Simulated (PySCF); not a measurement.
Breaking a bond: MgO, singlet. Each curve is given relative to its own lowest point near equilibrium.

| R / Å | A | B | C | D |
|---|---|---|---|---|
| 1.38 | 301.6 | 306.1 | 300.4 | 305.5 |
| 1.49 | 116.3 | 128.5 | 117.8 | 124.6 |
| 1.56 | 52.7 | 66.2 | 54.0 | 60.6 |
| 1.64 | 14.2 | 42.9 | 14.7 | 29.9 |
| 1.67 | 6.6 | 36.3 | 7.0 | 22.2 |
| 1.73 | 0.0 | 9.7 | 0.0 | 2.7 |
| 1.78 | 1.3 | 5.0 | 1.2 | 0.0 |
| 1.85 | 10.7 | 0.0 | 10.6 | 0.2 |
| 1.91 | 23.9 | 0.7 | 23.9 | 2.5 |
| 2.03 | 58.8 | 14.6 | 59.0 | 13.6 |
| 2.16 | 102.5 | 40.7 | 102.9 | 36.4 |
| 2.36 | 169.3 | 89.8 | 170.4 | 80.7 |
| 2.61 | 240.6 | 151.0 | 243.4 | 136.6 |
| 2.87 | 296.9 | 202.6 | 302.3 | 185.3 |
| 3.14 | 339.1 | 239.2 | 347.1 | 221.7 |
| 3.50 | 376.9 | 268.2 | 387.8 | 252.2 |
| 3.83 | 399.4 | 282.6 | 412.2 | 268.7 |
| 4.22 | 416.7 | 291.3 | 431.1 | 280.4 |
| 4.66 | 428.8 | 295.5 | 444.4 | 288.1 |
| 5.20 | 437.3 | 296.8 | 453.8 | 293.2 |
| 6.03 | 443.8 | 297.2 | 461.3 | 296.9 |
| 6.87 | 446.9 | 297.5 | 465.0 | 298.5 |

Energies in kJ/mol.

Q: Which curve belongs to which method? The methods are restricted B3LYP/6-31G*, spherical d in PySCF; restricted TPSSh/cc-pVTZ run with PySCF; unrestricted CAM-B3LYP/cc-pVTZ in PySCF; unrestricted TPSSh/cc-pVTZ run with PySCF.

A: A is RKS-B3LYP/6-31G*; B is UKS-CAM-B3LYP; C is RKS-TPSSh; D is UKS-TPSSh.

The unrestricted solution behind UKS-CAM-B3LYP changes between 1.56 and 1.64 Å, which can leave a kink. The unrestricted determinant behind UKS-CAM-B3LYP, UKS-TPSSh is spin-contaminated at 1.38 to 1.56, 1.73 to 6.87 Å (<S²> up to 1.0, against 0.00 for a pure singlet). At the longest distance RKS-TPSSh, UKS-TPSSh leaves fractional charges on the fragments, a sign of delocalisation error or of the restricted form. The restricted form behind RKS-TPSSh, RKS-B3LYP/6-31G* keeps the bonding electrons paired and can't separate into open-shell fragments.
